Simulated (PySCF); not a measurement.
# Computed structure and properties of HfH4

System: HfH4 (singlet); start: displaced along the imaginary mode (D2d). Method: PySCF 2.14.0, RKS PBE, Hf def2-SVP with ECP60, H def2-SVP; non-relativistic Hamiltonian with scalar-relativistic core potentials where named; density fitting; no spin-orbit coupling.

Input of the relaxation:

```python
mol = gto.M(atom='''
Hf     0.00000     0.00000     0.00000
H      1.93273     0.00000     0.25000
H     -0.00000     1.93273    -0.25000
H     -1.93273    -0.00000     0.25000
H      0.00000    -1.93273    -0.25000''',
    basis={'Hf': 'def2-SVP', 'H': 'def2-SVP'},
    ecp={'Hf': 'def2-SVP'},
    charge=0, spin=0)
mf = dft.RKS(mol, xc='PBE')
mf.grids.atom_grid = (50, 194)
mf = mf.density_fit()  # fitting sets: Hf def2-universal-JKFIT, H def2-universal-JKFIT
mf.conv_tol = 1e-08; mf.max_cycle = 55
mf.kernel(dm0)  # dm0: converged density of the start geometry
# quasi-Newton relaxation in Cartesian coordinates to a largest gradient under 0.00045 Eh/bohr, steps kept in the point group
```

Run from Python with OMP_NUM_THREADS=2; the lines above give its settings. Where DIIS fails, smearing, a level shift and second-order steps follow.
It took 5.3 s on 2 threads of Arm Neoverse V1 (shared host), from the converged density of the start.

Course of the relaxation:

```csv
step,energy above end (eV),largest force component within the symmetry (eV/Å)
0,2.6344,0.993
1,1.8412,0.877
2,0.9204,0.878
3,0.3608,0.731
4,0.0738,0.366
5,0.0027,0.063
6,0.0000,0.002
```

Relaxed geometry (Td):

```xyz
5

Hf    0.0000    0.0000    0.0000
H     1.5143    0.0000    1.0693
H     0.0000    1.5143   -1.0693
H    -1.5143    0.0000    1.0693
H     0.0000   -1.5143   -1.0693
```

| contact | Å |
| --- | --- |
| Hf1–H2 (H) | 1.854 |
| Hf1–H3 (H) | 1.854 |
| Hf1–H4 (H) | 1.854 |
| Hf1–H5 (H) | 1.854 |

On the finer grid (75, 302):

| Item | Value |
| --- | --- |
| HOMO | -7.07 eV |
| LUMO | -3.09 eV |
| Dipole about the centre of mass | 0.00 D |
| Set of Mulliken populations of Hf1 outside the core potential | s 2.91, p 6.21, d 1.86, f 0.02 |
| D3(BJ) dispersion energy (not in the energies) | -0.046 eV |

| atom | Mulliken (e) | Löwdin (e) | spin (e) |
| --- | --- | --- | --- |
| Hf1 | 1.00 | 0.63 | 0.00 |
| H2 | -0.25 | -0.16 | 0.00 |
| H3 | -0.25 | -0.16 | 0.00 |
| H4 | -0.25 | -0.16 | 0.00 |
| H5 | -0.25 | -0.16 | 0.00 |

A rough frequency check found all modes real, so this is a minimum.

Taking off one H (charge -1, singlet; the rest: singlet) in vacuum, both parts rigid, costs 11.22 eV; the small basis without counterpoise inflates it. Most of it is the attraction of opposite charges; other ways to part are cheaper, and one spin state was tried for the rest.

Rigid scan of H along the line from its metal:

| distance to H2 (Å) | energy (eV) |
| --- | --- |
| 1.55 | 0.702 |
| 1.65 | 0.273 |
| 1.75 | 0.060 |
| 1.85 | 0.000 |
| 1.95 | 0.047 |
| 2.05 | 0.168 |
| 2.25 | 0.541 |
| 2.55 | 1.221 |
| 2.95 | 2.087 |
| 3.45 | 2.940 |

One start shape was tried, so this needn't be the lowest isomer.
